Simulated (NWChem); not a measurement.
A series in which one site is exchanged, each optimised at PBE0/def2-SVP with NWChem, gas phase unless a solvent is named. All stand in one matching conformer (torsions within 35°), which need not be the lowest. Low-valent species are run as closed-shell singlets; no triplet was tried in these runs. Some are not confirmed as minima by frequencies. def2 effective core potentials on Sn; no spin-orbit coupling.

A: C[O][Sn][Cl] (CH3ClOSn; site = Cl)
B: [SnH][O]C (CH4OSn; site = H)
C: C[O][Sn][Br] (CH$_{3}$BrOSn; site = Br)
D: C[O][Sn][F] (CH3FOSn; site = F)

```csv
quantity,A,B,C,D
"dipole (D), PBE0/def2-SVP",1.84,0.97,?,1.78
"orbital gap (eV), PBE0/def2-SVP",5.30,4.39,?,5.46
"static polarisability, PBE0/def2-SVPD (bohr³)",73.0,62.8,?,56.7
```

Task: What belongs in the gaps?

Result: 
- dipole (D), PBE0/def2-SVP, C: 1.89
- orbital gap (eV), PBE0/def2-SVP, C: 5.12
- static polarisability, PBE0/def2-SVPD (bohr³), C: 82.5
